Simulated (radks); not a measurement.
The numbers below are computed, except where a source is named.
Question: Mean orbital radii <r> (bohr) of neutral samarium, [Xe] 4f6 6s2, of relativity; Dirac values are averaged over j with weights 2j + 1. Spin-unpolarised spherical Kohn-Sham, LDA (Slater exchange, Perdew-Wang correlation), point nucleus unless stated (finite: rms radius 5.0819 fm), a radial shooting solver on a logarithmic mesh with Libxc functionals. A level marked "c x" has the speed of light scaled by that factor and shares open shells by 2j + 1; other Dirac levels either fill j = l - 1/2 first or share by 2j + 1.

| shell | non-rel. |
|---|---|
| 3s | 0.2710 |
| 3p | 0.2606 |
| 3d | 0.2319 |
| 4s | 0.6134 |
| 4p | 0.6293 |
| 4d | 0.6709 |
| 5s | 1.500 |
| 5p | 1.703 |
| 4f | 0.9463 |
| 6s | 4.505 |
| 5d (empty) | 3.077 |
| 6p (empty) | 5.957 |

Give the values at the level "Dirac, c x 10".

Answer: 
shell       Dirac, c x 10  change of magnitude (%)
3s                 0.2708                    -0.06
3p                 0.2605                    -0.03
3d                 0.2319                    0.00
4s                 0.6131                    -0.05
4p                 0.6291                    -0.03
4d                 0.6709                    0.00
5s                  1.499                    -0.06
5p                  1.703                    -0.02
4f                 0.9469                    +0.06
6s                  4.503                    -0.05
5d (empty)          3.079                    +0.07
6p (empty)          5.957                    0.00
